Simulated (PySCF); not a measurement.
C2H6BO2, SMILES CO[B]OC, multiplicity 2. Coordinates come from a PBE-D3(BJ)/def2-SVP optimisation. The isomer is the one that the SMILES or the coordinates give; other isomers of the formula were not compared. Other conformers were not sampled.

Computed equilibrium geometry at PBE-D3(BJ)/def2-SVP (PySCF confirms it by a frequency run) as Cartesian coordinates in Å, and its point group (one conformer of several):
point group Cs.
```xyz
11

C     -0.5751     1.9818     0.0000
O      0.6903     1.3100     0.0000
B      0.7990    -0.0333     0.0000
O     -0.2691    -0.8735     0.0000
C     -0.1419    -2.2871     0.0000
H     -1.4187     1.2621     0.0000
H     -0.6409     2.6271    -0.8996
H     -0.6409     2.6271     0.8996
H     -0.6421    -2.7024    -0.8995
H     -0.6421    -2.7024     0.8995
H      0.9222    -2.6048     0.0000
```
Charge 0, spin multiplicity 2.
